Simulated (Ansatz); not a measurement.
Input for Ansatz (a quantum-chemistry and plane-wave program): U-CCSD(T)/def2-TZVPP on BiH3 (SMILES [BiH3]), a point of a bond scan (R = 1.437 Å). Elements past Kr take the def2 small-core potentials; no spin–orbit coupling. The run froze 9 orbitals, filled d shells among them.

Ansatz 0.2 input:
```yaml
crystal:
  periodic: [false, false, false]
  atoms:
    - {symbol: Bi, position_ang: [0.00064571, -0.00113707, 0.03585399]}
    - {symbol: H, position_ang: [-1.17612502, -0.17090946, -0.77168244]}
    - {symbol: H, position_ang: [0.91972929, -1.10344750, -1.04483824]}
    - {symbol: H, position_ang: [0.49699466, 1.41117705, -0.95747634]}
basis:
  gaussian:
    orbitals: def2-TZVPP
correlation: {method: ccsd_t, electrons: outside_noble_gas}
scf: {omitted_lower_state_checks: [cluster_reference]}
magnetization: {spin_polarized: true, initial_magnetization: 0}
```

The log:

```
WARN ansatz: RAYON_NUM_THREADS=1 ignored (pool sized by the plan → 1); use --threads N
Functional definition: HF
these checks for a lower state are left out or cut short: cluster_reference
integrals: 0.14 GiB planned
692 factors; integrals over basis functions are off by at most 4.7e-4 eV
mean field: 0.20 GiB planned
mean field evaluation 1: about -5855.9369 eV, gradient 6.1e0 eV
mean field evaluation 2: about -5855.9385 eV, gradient 6.1e0 eV
mean field evaluation 4: about -5856.3634 eV, gradient 7.7e-1 eV
mean field evaluation 8: about -5856.3672 eV, gradient 3.6e-4 eV
mean field -5856.36718177 eV, -215.2175243420 hartree, gradient 1.5e-6 eV, S^2 0.000000; 0 other end points of the search recorded, 0 dependent functions left out
9 core orbitals not correlated
reference -5856.36718177 eV, -215.2175243420 hartree; 4, 4 occupied and 79, 79 virtual orbitals, 692 factors
second order -3.60210540 eV of doubles, -0.00000000 eV of singles
coupled cluster: 0.35 GiB planned
cycle   1  -4.08752111 eV  change   -4.9e-1 eV  update   5.8e-2
cycle   2  -4.28381314 eV  change   -2.0e-1 eV  update   2.2e-2
cycle   3  -4.29532919 eV  change   -1.2e-2 eV  update   6.2e-3
cycle   4  -4.29482563 eV  change    5.0e-4 eV  update   2.0e-3
cycle   5  -4.29426759 eV  change    5.6e-4 eV  update   5.6e-4
cycle   6  -4.29417822 eV  change    8.9e-5 eV  update   1.4e-4
cycle   7  -4.29422818 eV  change   -5.0e-5 eV  update   5.1e-5
cycle   8  -4.29422630 eV  change    1.9e-6 eV  update   1.4e-5
cycle   9  -4.29422383 eV  change    2.5e-6 eV  update   3.1e-6
perturbative correction -0.11681211 eV, -0.0042927660 hartree
Total energy: -5860.77821772 eV, -215.3796269231 hartree
Checks for a lower state left out: cluster_reference
```

Self-consistency was reached.

Cost: around 4 core-seconds (rough).
